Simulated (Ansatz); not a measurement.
Basis sets compared for AgF2⁻. The state is a singlet with charge -1. Geometry r2SCAN-D4/def2-TZVPD. Ansatz on 4 threads of Arm Neoverse V2 on a shared host; times are rough, and most runs start from earlier orbitals.

```xyz
3

Ag    0.0000    0.0000    0.0001
F    -1.7620   -0.8769   -0.3981
F     1.7620    0.8769    0.3980
```

In the def2 sets Ag takes a core potential; there is no spin–orbit coupling. The structure comes from a short search, and lower isomers may exist.

```csv
level,functions,energy (Eh),HOMO (eV),LUMO (eV),wall time
PBE-D4/def2-SVPD,80,-346.4450,-0.80,3.15,0.5 s
PBE0-D4/def2-SVPD,80,-346.4131,-2.11,3.92,0.55 s
```

**Question.** Estimate the rows for PBE-D4/def2-TZVPD (with forces), PBE0-D4/def2-TZVPD.

**Answer.** 
| level | functions | energy (Eh) | HOMO (eV) | LUMO (eV) | wall time |
| --- | --- | --- | --- | --- | --- |
| PBE-D4/def2-TZVPD (with forces) | 120 | -346.7097 | -0.79 | 3.07 | 0.75 s |
| PBE0-D4/def2-TZVPD | 120 | -346.6760 | -2.07 | 3.81 | 0.9 s |
